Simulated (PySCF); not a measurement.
From results back to the method.

Species: C₅H₃NO.
SMILES with atom numbers: `[N:1]#[C:2][c:3]1[cH:4][cH:5][o:6][cH:7]1` (hydrogens: H8 on C4; H9 on C5; H10 on C7)

The closed-shell ground state was solved 5 times with PySCF (density fitting, gas phase), always in the pcSseg-2 basis (294 functions), with these functionals: BHandHLYP, HF, LC-wPBE, PBE and wB97X-D. Geometry: PBE0-D3(BJ)/def2-SVP; no solvent, vibrations or thermal averaging.

```csv
row,total energy (Eh),HOMO (eV),LUMO (eV),dipole (D)
P,-322.0162,-6.50,-2.04,4.14
Q,-322.2685,-9.30,0.68,4.14
R,-320.4621,-9.55,2.46,4.25
S,-322.1591,-10.12,1.12,4.13
T,-322.1945,-8.38,-0.08,4.16
```

Q: Which functional belongs to which row?

A: P = PBE, Q = wB97X-D, R = HF, S = LC-wPBE, T = BHandHLYP. By rising HOMO–LUMO gap: PBE (GGA) 4.46 eV; BHandHLYP (global hybrid, 50 % exact exchange) 8.30 eV; wB97X-D (range-separated hybrid) 9.98 eV; LC-wPBE (range-separated hybrid) 11.24 eV; HF (all exact exchange) 12.01 eV. Total energies of different functionals aren't bounds to one another; each is stationary for its own functional.

Note: wB97X-D ran without an empirical dispersion term, which enters the total energy and its gradient alone.
